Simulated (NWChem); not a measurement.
# C2H5BF2O; SMILES FB(OCC)F

```xyz
11

B      0.0373    -0.9564     0.0225
F     -1.2901    -0.9608    -0.0211
F      0.6706    -2.0798    -0.2581
O      0.7382     0.1368     0.3413
C      0.1084     1.3776     0.6184
C     -0.0738     2.1931    -0.6416
H     -0.8613     1.2066     1.1146
H      0.7603     1.9048     1.3313
H     -0.7650     1.6931    -1.3374
H     -0.4913     3.1824    -0.4010
H      0.8894     2.3394    -1.1526
```
Atoms are numbered in this order, from 1.

Level: PBE0/def2-SVP (NWChem), optimised geometry, unscaled harmonic frequencies. 

### Question
List the harmonic frequencies with IR intensities, and the thermochemistry.

### Answer
```
frequency (cm⁻¹)  IR intensity (km/mol)
----------------  ---------------------
35                                  0.0
105                                 0.2
198                                 2.2
288                                 2.0
395                                 4.8
477                                10.0
538                                 3.1
682                                77.7
796                                 4.2
829                                 6.9
953                                 4.4
1115                                9.1
1156                               54.7
1187                                4.6
1320                                9.5
1372                               39.6
1413                              102.8
1441                              285.8
1459                               11.2
1474                               19.8
1486                              152.7
1550                              488.9
3063                                8.7
3073                               30.6
3134                                9.2
3164                               17.9
3170                               13.9
```

zero-point energy: 51.3 kcal/mol
thermal correction to the enthalpy at 298.15 K (with zero-point energy): 56.0 kcal/mol
heat capacity Cv: 21.4 cal/(mol K)
entropy at 298.15 K and 1 atm (symmetry number 1): 82.2 cal/(mol K)
dipole moment: 2.42 D

Rigid rotor and harmonic oscillator; modes under 100 cm⁻¹ make the entropy uncertain.
